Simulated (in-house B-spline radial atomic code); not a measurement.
Cu⁺. Computed with a B-spline radial atomic code. Model: non-relativistic spherical atom: semilocal Troullier-Martins pseudo-atom, one channel per l, against all electrons, high spin, G0W0 and RPA with empty states to l = 8, local potential for every l without a channel, a model core (radius 0 = none) keeps its share of the functional.

What the tables leave out is listed at the end.

The pseudopotential gives back the lowest level of each angular momentum of its own functional in the configuration it was made in; a second state of the same l is only approximately right. Exact exchange, RPA and GW see the smooth pseudo-orbitals and miss the exchange with the core, for which the functional's share stands in. The column with an uncorrelated core keeps all orbitals and exact exchange, and so separates missing core correlation from pseudisation. Only the three outermost levels and the lowest empty one were computed. RPA here is direct RPA, with no exchange kernel, and its energies carry an (l + 1/2)⁻⁴ tail. A hybrid on a potential with a model core restores only its own semilocal share of the core's exchange.

Command:
```bash
python run_psgw.py task.json out
```
Settings (lengths in bohr, energies in hartree):
```
Z                      29
electrons              28
configuration          [Ar] 3d10
generated_in           [Ar] 3d10 4s1
functional             lda,vwn
core_shells            5
radius_factor          1
core_correction        True
```

Cost of the run: 26 s on 1 thread of Intel(R) Xeon(R) Platinum 8259CL CPU @ 2.50GHz (Skylake/Cascade Lake), with other jobs on the host.

Given: made with LDA VWN5; model core radius 0.389 bohr; local radius 2.05 bohr; mean-field start PBE0.

Valence shells of the generating configuration: 3d, 4s.

Channel: s 2.298, p 3.4, d 1.812 (radii in bohr).

Computed: largest level miss in the spin-unpolarised generating configuration 0 eV; valence RPA correlation energy all-electron orbitals -0.64241 hartree; valence RPA correlation energy pseudo -0.83993 hartree; all-electron RPA polarisability, core included 5.349 bohr³.

```csv
level,occupied,mean-field all-electron (eV),mean-field pseudo minus all (eV),G0W0 all-electron (eV),G0W0 uncorrelated core minus all (eV),G0W0 pseudo minus all (eV),exchange self-energy all-electron (eV),exchange self-energy pseudo (eV)
3d,1,-15.954,0.895,-20.396,-0.054,3.995,-46.522,-28.615
4s (empty),0,-10.169,-0.346,-7.6212,-0.017,-0.764,-2.6749,-2.0329
```

Question: What is the pseudo-atom RPA polarisability?

Answer: 6.648 bohr³.

Among the listed levels the largest G0W0 shift of the pseudo-atom is +4.00 eV, for 3d on the PBE0 start, while leaving the core uncorrelated moves that level by -0.05 eV. So pseudisation and the lost core exchange, not the missing core correlation, make the error. Not in the tables (levels of low weight, unsolved or above zero; the highest and the empty levels are kept at any weight): on LDA, a start not tabulated, the G0W0 levels 3d (pseudo minus all +4.23 eV, weights 0.46 and 0.76), 4s (pseudo minus all -0.53 eV, weights 0.92 and 0.93); no Hartree-Fock pseudo-atom is run with a model core.
